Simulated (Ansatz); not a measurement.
Reactions of C2H6BCl, SMILES `BCCCl`.

Computed with Ansatz on PBE0-D4/def2-TZVP structures; ΔE is electronic, products minus reactants. CBS: MP2 limit from def2 TZ/QZ plus the TZ coupled-cluster correction, frozen cores. This one scheme is used for every species. Functionals use def2-TZVPP. For Br, Ga outer-core shells are correlated without core-valence functions, which leaves a few kJ/mol of doubt a bond. Scalar relativity is left out up to krypton. One conformer a species, not always the lowest.

| reaction | PBE0-D4 (kcal/mol) | r2SCAN-D4 (kcal/mol) | ωB97X-V (kcal/mol) | CCSD(T)/CBS(def2) (kcal/mol) |
| --- | --- | --- | --- | --- |
| `BCCCl` + CH₃OH → `COCCCl` + BH₃ | 20.3 | 19.8 | 18.2 | 19.4 |
| `BCCCl` + `N=C=O` → `BN=C=O` + `CCCl` | -27.1 | -27.5 | -26.5 | -26.5 |
| `BCCCl` + `ClCBr` → `BCC(Cl)Br` + `CCl` | -2.0 | -2.4 | -2.0 | -2.6 |
| `BCCCl` + `[NH2][GaH2]` → `B[NH][GaH2]` + `CCCl` | -32.0 | -31.9 | -31.6 | -31.8 |

Largest T1 diagnostic: 0.018, for `N=C=O`.
